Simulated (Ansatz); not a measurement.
Species: sum formula GeOBr, net charge 0, doublet state. It need not be the lowest isomer of its formula. 
Geometry from a B3LYP-D3(BJ)/def2-TZVP (Ansatz, an electronic-structure program) optimisation:
```
Ge
O 1 1.6698
Br 1 2.3666 2 118.85
```
Charge 0, spin multiplicity 2.

Wanted: vertical electron affinity (to the singlet state of charge -1; a negative value means that the extra electron is unbound and the number depends on the basis; each state is the SCF solution reached for its spin; for the doublet T1 is 0.094), in eV. Valence correlation only, unless marked. Open shells are spin-unrestricted. Spin-orbit coupling is left out. Frozen are the shells of the preceding noble gas and the d and f shells that filled before the atom's block. No relativistic terms. Anions need diffuse functions: aug- sets have them; def2-D sets add few. CBS marks a two-point X^-3 extrapolation of the correlation energy; Hartree-Fock from the larger set. The bracket is a focal-point correction in the basis named.

| level | program | vertical electron affinity (eV) |
|---|---|---|
| HF/aug-cc-pVTZ | Ansatz | 2.02 |

### Question
Predict the RI-MP2/CBS(aug-cc-pVTZ,aug-cc-pVQZ)+[CCSD(T)-MP2]/aug-cc-pVTZ result (Ansatz).

### Answer
3.35 eV, so HF/aug-cc-pVTZ differs from it by -1.33 eV.
